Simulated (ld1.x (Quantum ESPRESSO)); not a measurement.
# cadmium (Cd), TM: configuration errors across variants

cadmium (Cd), norm-conserving Troullier–Martins (Kleinman–Bylander form), made with ld1.x (Quantum ESPRESSO) 7.5 (PBE, scalar-relativistic). Core [Ar] 3d10, reference 4s2 4p6 4d9 5s0 5p0 (charge +3). Waves: 4s (bound): rc 1.55 bohr; 4p (bound): rc 1.40 bohr; 4f channel at 0.25 Ry: rc 1.20 bohr; 4d (bound): rc 1.00 bohr. Local part: the d channel. Core correction: none.

All-electron excitation energies from the reference (eV): (1) 4s2 4p6 4d10 5s2 5p0 -64.407; (2) 4s2 4p6 4d10 5s1 5p0 -55.135; (3) 4s2 4p6 4d10 5s0 5p0 -38.009; (4) 4s2 4p6 4d10 5s0 5p2 -54.737; (5) 4s2 4p6 4d10 5s1.5 5p0 -60.697; (6) 4s2 4p6 4d8 5s0 5p0 54.062; (7) 4s2 4p6 4d9 5s2 5p1 -51.761.

A true bound ghost makes a file unfit for plane-wave use even where its test errors are small: the radial tests pick states by their node count and pass the ghost by. Where a test does run into it, the solver fails or the error is huge.

Errors AE − PS in meV (a dash: test not solved or not reliable):

```csv
change,(1),(2),(3),(4),(5),(6),(7),bound ghosts
base,+2771,+1777,+8.3,+103,+2360,+1.5,+3915,none
"all radii scaled by about 0.84 (s 1.30, p 1.18, d 0.84, f 1.02 bohr)",+2270,+1455,+6.1,+71,+1939,+4.5,+3431,none
"all radii scaled by about 0.96 (s 1.48, p 1.34, d 0.96, f 1.14 bohr)",+2647,+1698,+7.9,+98,+2256,+2.1,+3763,none
"all radii scaled by about 1.08 (s 1.68, p 1.52, d 1.08, f 1.30 bohr)",+4104,+2633,+9.3,+135,+3495,+2.0,+5713,none
"all radii scaled by about 1.20 (s 1.86, p 1.68, d 1.20, f 1.44 bohr)",+5507,+3529,+9.9,+158,+4685,+2.4,+7550,none
"all radii scaled by about 1.28 (s 1.98, p 1.80, d 1.28, f 1.54 bohr)",+6091,+3900,+9.8,+157,+5179,+2.3,+8296,none
"all radii scaled by about 1.35 (s 2.10, p 1.88, d 1.34, f 1.62 bohr)",+6714,+4292,+9.5,+143,+5704,+1.9,+9078,none
```

Problem. Give the same row for: all radii scaled by about 0.75 (s 1.16, p 1.04, d 0.74, f 0.90 bohr).

Solution. –, –, +4.1, +83, –, +11, –; bound ghosts: s. Not counted: 4s2 4p6 4d9 5s2 5p1 (solver errors, printed error -3601 eV); 4s2 4p6 4d10 5s2 5p0 (solver errors, printed error -15.1 eV); 2 more.
